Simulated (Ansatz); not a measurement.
A search over several starts for the lowest SCF solution of ZrOF₃H⁺, that is Zr(OH)F3 with one electron fewer at the given spin, in a small basis.

```yaml
crystal:
  periodic: [false, false, false]
  atoms:
    - {symbol: Zr, position_ang: [-0.032284, -0.064420, -0.465456]}
    - {symbol: O, position_ang: [0.096179, 0.193222, 1.411261]}
    - {symbol: H, position_ang: [0.162979, 0.325306, 2.356264]}
    - {symbol: F, position_ang: [1.713549, -0.154337, -1.222122]}
    - {symbol: F, position_ang: [-0.982111, 1.388809, -1.249369]}
    - {symbol: F, position_ang: [-0.958302, -1.688580, -0.830568]}
basis:
  gaussian: {orbitals: def2-SVP}
total_charge: 1
magnetization: {spin_polarized: true, initial_magnetization: 1}
hamiltonian: {xc: pbe0, dispersion: d4}
output: {orbitals: {seedname: orbitals}}
```

```sh
$ ansatz run in.yaml --threads 2 --pin off --events-out ev --progress --plain --max-ram 32768MiB --backend cpu
```

Output, abridged:

```
Functional definition: PBE0
889 factors; integrals over basis functions are off by at most 9.7e-4 eV
mean field evaluation 1: about -11456.5998 eV, gradient 6.8e1 eV
mean field evaluation 2: about -11302.6185 eV, gradient 2.2e2 eV
mean field evaluation 4: about -11461.3873 eV, gradient 4.9e1 eV
mean field evaluation 8: about -11472.1351 eV, gradient 7.7e-1 eV
mean field evaluation 16: about -11472.2369 eV, gradient 1.9e-2 eV
mean field evaluation 32: about -11472.2369 eV, gradient 3.2e-4 eV
mean field evaluation 64: about -11472.2372 eV, gradient 3.1e-2 eV
mean field evaluation 96: about -11472.2370 eV, gradient 1.9e-6 eV
mean field evaluation 128: about -11472.1636 eV, gradient 3.9e0 eV
mean field -11472.23722749 eV, -421.5969419484 hartree, gradient 2.0e-6 eV, S^2 0.757689; 14 other end points of the search recorded, 0 dependent functions left out
reference -11472.23729499 eV, -421.5969444290 hartree; 24, 23 occupied and 68, 69 virtual orbitals, 889 factors
Total energy: -11472.31464742 eV, -421.5997870787 hartree
```

Run time 37 s (2 threads of AMD EPYC 7R13 on a shared host).

In the def2 sets Zr takes a core potential; there is no spin–orbit coupling.
